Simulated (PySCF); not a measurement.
WO3(H2O) at several levels of theory

Computed with PySCF 2.14.0 (density fitting, no spin-orbit coupling) at the geometry relaxed with PBE:

```xyz
7
WO3(H2O) (singlet)
W     0.0752   -0.0201    0.0201
O     1.0758    0.9418    1.0810
O    -1.0133   -0.9857    0.9857
O     1.0758   -1.0810   -0.9418
O    -1.1112    1.2861   -1.2861
H    -1.6112    2.0485   -0.9306
H    -1.6112    0.9306   -2.0485
```

| level | basis | state | HOMO (eV) | gap (eV) | charge on W1 (e) | dipole about the centre of mass (D) | largest force component (eV/Å) |
| --- | --- | --- | --- | --- | --- | --- | --- |
| PBE | W def2-SVP with ECP60, O def2-SVP, H def2-SVP | singlet | -6.25 | 3.19 | 0.82 | 9.61 | 0.03 |
| BP86 | the same | singlet | -6.36 | 3.33 | 0.84 | 9.63 | 0.08 |
| M06-L | the same | singlet | -6.57 | 4.00 | 1.19 | 9.85 | 0.55 |
| r2SCAN | the same | singlet | -6.66 | 4.09 | 1.01 | 9.86 | 0.40 |
| PBE | W def2-TZVP with ECP60, O def2-TZVP, H def2-TZVP | singlet | -6.38 | 3.10 | 1.22 | 9.53 | 0.16 |
| PBE | W x2c-SVPall, O x2c-SVPall, H x2c-SVPall | singlet | -6.44 | 3.30 | 0.71 | 9.35 | 0.56 |

Charges are Mulliken's, which hang on the basis. The relaxation used the grid (50, 194), these runs (75, 302) or, all-electron (x2c bases, spin-free X2C Hamiltonian), (99, 590).

Q: What does TPSSh with W def2-SVP with ECP60, O def2-SVP, H def2-SVP give here?

A: state singlet, HOMO (eV) -7.01, gap (eV) 4.43, charge on W1 (e) 1.02, dipole about the centre of mass (D) 9.87, largest force component (eV/Å) 0.35. Time: 6 s on 2 threads of Arm Neoverse V2 (shared host), from an already converged density.

In the first row's basis the gap widens with exact exchange: 3.2 to 4.1 eV for PBE, BP86, M06-L, r2SCAN (none); 4.4 eV for TPSSh (a fixed share).
